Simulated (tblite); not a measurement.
C3H9NO2Si.
SMILES with atom numbers: `[CH2:1]=[CH:2][CH2:3][O:4][Si@H:5]([NH2:6])[OH:7]` (hydrogens: H8, H9 on C1; H10 on C2; H11, H12 on C3; H13 on Si5; H14, H15 on N6; H16 on O7)

Cartesian coordinates in Å at the GFN2-xTB level; atoms count from 1:
```xyz
16
C3H9NO2Si angstrom
C      2.3490   -0.7538   -0.1985
C      2.0318    0.5258   -0.2100
C      0.7535    1.1036    0.3211
O     -0.1405    0.1529    0.8100
Si    -1.3237   -0.5917   -0.0221
N     -2.3573    0.5845   -0.7434
O     -2.0624   -1.5151    1.0959
H      3.2825   -1.1139   -0.5951
H      1.6777   -1.4892    0.2108
H      2.7059    1.2693   -0.6147
H      0.9914    1.7820    1.1530
H      0.2805    1.6980   -0.4714
H     -0.8445   -1.4106   -1.1297
H     -3.1456    0.2512   -1.2727
H     -2.6463    1.3679   -0.1770
H     -1.5596   -1.8520    1.8323
```

Level: GFN2-xTB in tblite, geometry and Hessian alike; calculated harmonic values, unscaled, isolated species. Against measured fundamentals such values can be off by several per cent, at times by over 20. Modes of hydrogen on silicon can be 10 to 20 % off. One conformer, not necessarily the lowest.

Harmonic wavenumbers (cm⁻¹): 44.6, 76.4, 104.4, 152.4, 177.6, 187.2, 235.3, 276.0, 315.8, 323.9, 547.9, 572.5, 574.3, 691.8, 726.1, 746.4, 808.1, 836.3, 876.5, 891.5, 937.3, 946.5, 990.9, 1022.3, 1037.4, 1174.9, 1233.8, 1279.8, 1333.9, 1400.7, 1455.1, 1528.6, 1721.3, 2283.0, 2867.2, 2895.6, 3056.2, 3109.8, 3136.2, 3464.5, 3517.8, 3681.0.

A = 3929, B = 1299, C = 1130 MHz; mass 119.040 u (most abundant isotopes); point group C1, symmetry number 1.

Question: What is the zero-point energy?

Answer: Half the sum of the wavenumbers: 26619 cm⁻¹ = 76.11 kcal/mol.

Question: Give the ideal-gas entropy at 350 K and 1 bar in the rigid-rotor, harmonic-oscillator model (classical rotation).

Answer: Translation 41.06, rotation 28.89, vibration 34.44: S = 104.4 cal/(mol K).

Question: And Cp and H(350 K) − H(0)?

Answer: Cp = 41.47 cal/(mol K), of which vibrations give 33.52 (their classical limit is 42 R = 83.5); H(350 K) − H(0) = 8.99 kcal/mol without the zero-point energy, 6.21 from vibrations.

Question: Which modes carry the vibrational entropy at 350 K?

Answer: 44.6 cm⁻¹: 5.36; 76.4 cm⁻¹: 4.30; 104.4 cm⁻¹: 3.68; 152.4 cm⁻¹: 2.95; 177.6 cm⁻¹: 2.66; 187.2 cm⁻¹: 2.56 cal/(mol K); the other 36 give 12.94 together.

Question: How do the functions run with temperature in this model?

Answer: 
```json
{"T (K)": "50", "S (cal/(mol K))": "57.6", "Cp (cal/(mol K))": "13.3", "H − H(0) (kcal/mol)": "0.50", "G − H(0) (kcal/mol)": "-2.38", "ln q(vib)": "0.52"}
{"T (K)": "100", "S (cal/(mol K))": "68.8", "Cp (cal/(mol K))": "19.4", "H − H(0) (kcal/mol)": "1.33", "G − H(0) (kcal/mol)": "-5.55", "ln q(vib)": "1.75"}
{"T (K)": "298.15", "S (cal/(mol K))": "98.1", "Cp (cal/(mol K))": "37.2", "H − H(0) (kcal/mol)": "6.95", "G − H(0) (kcal/mol)": "-22.29", "ln q(vib)": "7.07"}
{"T (K)": "373.15", "S (cal/(mol K))": "107.1", "Cp (cal/(mol K))": "43.3", "H − H(0) (kcal/mol)": "9.98", "G − H(0) (kcal/mol)": "-29.99", "ln q(vib)": "8.99"}
{"T (K)": "500", "S (cal/(mol K))": "121.0", "Cp (cal/(mol K))": "51.7", "H − H(0) (kcal/mol)": "16.02", "G − H(0) (kcal/mol)": "-44.48", "ln q(vib)": "12.13"}
{"T (K)": "750", "S (cal/(mol K))": "144.2", "Cp (cal/(mol K))": "62.8", "H − H(0) (kcal/mol)": "30.44", "G − H(0) (kcal/mol)": "-77.73", "ln q(vib)": "17.91"}
{"T (K)": "1000", "S (cal/(mol K))": "163.4", "Cp (cal/(mol K))": "70.0", "H − H(0) (kcal/mol)": "47.11", "G − H(0) (kcal/mol)": "-116.25", "ln q(vib)": "23.10"}
```

q(vib) and H(0) count from the zero-point level.

Question: What must be added to the electronic energy to get the Gibbs energy at 350 K and 1 bar?

Answer: ZPE + [H(350 K) − H(0)] − T·S = 76.11 + 8.99 − 36.54 = 48.56 kcal/mol.

Hindered rotation and anharmonicity are outside this model. Other conformers, if any are populated, would add a mixing term that is left out. The structure is chiral; the term R ln 2 for an equal mix with its mirror image is left out.
